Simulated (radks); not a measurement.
The numbers below are computed, except where a source is named.
Zn VI, 25 electrons, occupied as [Ar] 3d7. Code: a radial shooting solver on a logarithmic mesh with Libxc functionals. Model: scalar-relativistic Kohn-Sham, SCAN, spin-polarised, spherical densities, finite nucleus; open shells are filled with parallel spins first; meta-GGA in the generalised Kohn-Sham scheme; Fermi nuclear charge, rms radius 3.9283 fm.

Normalised radial functions P(r) = r R(r), r in bohr:

```
   r/bohr * 2p down, o 3s up (the largest magnitude, 2.19, reaches the edge; | marks zero, & curves that meet)
 0.006078                             *  o
 0.008642                             |* o
  0.01229                             |*  o
  0.01747                             | *  o
  0.02484                             |   *o
  0.03533                             |    o *
  0.05023                             |  o        *
  0.07142                            o|                 *
   0.1016                       o     |                       *
   0.1444                    o        |                          *
   0.2053                      o      |                        *
    0.292                             | o              *
   0.4151                             |       *   o
   0.5903                             | *              o
   0.8327                             *            o
    1.184                             *    o
    1.684                             *o
    2.394                             &
```

2p down: eigenvalue -1107.8 eV, 0 radial nodes, <r> = 0.198 bohr, 90 % of the charge inside 0.323 bohr. 3s up: eigenvalue -227.86 eV, 2 radial nodes at r = 0.0652, 0.276 bohr, <r> = 0.663 bohr, 90 % of the charge inside 0.986 bohr.
